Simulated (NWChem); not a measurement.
Program: NWChem. System: FNa, charge 0, spin multiplicity 1, at a geometry optimised with PBE0/def2-SVP. The structure started from a generated list of species. Level: CCSD(T)/def2-TZVP, 2 core orbitals frozen.

Input file:

```
start mol
memory heap 100 mb stack 700 mb global 1900 mb
geometry units angstroms nocenter noautoz
  Na     0.000000     0.000000    -0.849713
  F      0.000000     0.000000     1.038538
  symmetry group C2v
end
basis spherical
  * library def2-tzvp
end
scf
  rhf
  nopen 0
  maxiter 100
  thresh 1e-7
  semidirect memsize 60000000 filesize 0
end
tce
  freeze core 2
  ccsd(t)
  2eorb
  2emet 13
  thresh 1e-6
  maxiter 100
  tilesize 24
end
task tce energy
```

Part of the output:

```
             Northwest Computational Chemistry Package (NWChem) 7.3.0
             --------------------------------------------------------

                                NWChem Input Module
                                -------------------

 Scaling coordinates for geometry "geometry" by  1.889725989
 (inverse scale =  0.529177249)

 Turning off AUTOSYM since
 SYMMETRY directive was detected!

                             Geometry "geometry" -> ""
                             -------------------------

 Output coordinates in angstroms (scale by  1.889725989 to convert to a.u.)

  No.       Tag          Charge          X              Y              Z
 ---- ---------------- ---------- -------------- -------------- --------------
    1 Na                  11.0000     0.00000000     0.00000000    -0.84971300
    2 F                    9.0000     0.00000000     0.00000000     1.03853800

 Effective nuclear repulsion energy (a.u.)      27.7444829374

            Nuclear Dipole moment (a.u.)
            ----------------------------
        X                 Y               Z
 ---------------- ---------------- ----------------
     0.0000000000     0.0000000000    -0.0000018897

      Symmetry information
      --------------------

 Group name             C2v
 Group number             16
 Group order               4
 No. of unique centers     2

      Symmetry unique atoms

     1    2


 Summary of "ao basis" -> "" (spherical)
 ------------------------------------------------------------------------------
       Tag                 Description            Shells   Functions and Types
 ---------------- ------------------------------  ------  ---------------------
 *                         def2-tzvp                  on all atoms

 Summary of "ao basis" -> "ao basis" (spherical)
 ------------------------------------------------------------------------------
       Tag                 Description            Shells   Functions and Types
 ---------------- ------------------------------  ------  ---------------------
 Na                        def2-tzvp                12       32   5s4p3d
[...]
       Number of AO shells :    23
        Use of symmetry is : on
      Symmetry adaption is : on
         Schwarz screening : 0.10D-09

          Correlation Information
          -----------------------
          Calculation type : Coupled-cluster singles & doubles w/ perturbation
   Perturbative correction : (T)
            Max iterations :      100
        Residual threshold : 0.10D-05
     T(0) DIIS level shift : 0.00D+00
     L(0) DIIS level shift : 0.00D+00
     T(1) DIIS level shift : 0.00D+00
     L(1) DIIS level shift : 0.00D+00
     T(R) DIIS level shift : 0.00D+00
     T(I) DIIS level shift : 0.00D+00
   CC-T/L Amplitude update :  5-th order DIIS
                I/O scheme : Global Array Library
        L-threshold :  0.10D-05
        EOM-threshold :  0.10D-05
 no EOMCCSD initial starts read in
 TCE RESTART OPTIONS
 SLICE:      F
 D4D5:       F
 quantumc:   F
 qrotation:  F
 pwtce:      F
 qducc:      F
 nacto:                         0
 nrotv:                         0
 nrot:                          0

            Memory Information
            ------------------
          Available GA space size is     249032831 doubles
          Available MA space size is     104852236 doubles

 Maximum block size supplied by input
 Maximum block size        24 doubles

 tile_dim =     23

 -------------------------------------------------

 Global array virtual files algorithm will be used

 Parallel file system coherency ......... OK

 4-electron integrals stored in orbital form

 v2    file size   =          1067677
 4-index algorithm nr.  13 is used
 imaxsize =       30
 imaxsize ichop =        0


CCSD iterations
 ---------------------------------------------------------
 Iter          Residuum       Correlation     Cpu    Wall
 ---------------------------------------------------------
    1   0.1560455899144  -0.4372708514284     0.1     0.1
    2   0.0308791663445  -0.4350038048332     0.1     0.1
    3   0.0090998533527  -0.4396714618629     0.1     0.1
    4   0.0049847982322  -0.4395310318929     0.1     0.1
    5   0.0021040415949  -0.4399487232739     0.1     0.1
    6   0.0009671907140  -0.4399526768853     0.1     0.1
    7   0.0007889683398  -0.4399603504811     0.1     0.1
    8   0.0004931920826  -0.4399684926796     0.1     0.1
    9   0.0004815322216  -0.4399674577842     0.1     0.1
   10   0.0003679410979  -0.4399746546237     0.1     0.1
   11   0.0000385726006  -0.4399760736542     0.1     0.1
   12   0.0000247088783  -0.4399773913867     0.1     0.1
   13   0.0000151418584  -0.4399764006118     0.1     0.1
   14   0.0000120326790  -0.4399766259645     0.1     0.1
   15   0.0000098357280  -0.4399763761924     0.1     0.1
   16   0.0000018712944  -0.4399763434400     0.1     0.1
   17   0.0000013115476  -0.4399763606639     0.2     0.2
   18   0.0000008387243  -0.4399763917635     0.2     0.2
 -----------------------------------------------------------------
 Iterations converged
 CCSD correlation energy / hartree =        -0.439976391763462
 CCSD total energy / hartree       =      -261.808737326890650

 Singles contributions

 Doubles contributions
 CCSD(T)
 Using plain CCSD(T) code
             total no. of tasks          230
 total no. of tasks / no. procs          230
                         wl_min         3456           3.9
                         wl_max       778688           9.6
        thresh for no. of tasks          230

 CCSD[T]  correction energy / hartree =        -0.010378772356790
 CCSD[T] correlation energy / hartree =        -0.450355164120252
 CCSD[T] total energy / hartree       =      -261.819116099247424
 CCSD(T)  correction energy / hartree =        -0.009283601876625
 CCSD(T) correlation energy / hartree =        -0.449259993640088
 CCSD(T) total energy / hartree       =      -261.818020928767282

 Task  times  cpu:        6.8s     wall:        6.8s

 Total times  cpu:        6.8s     wall:        6.8s
```
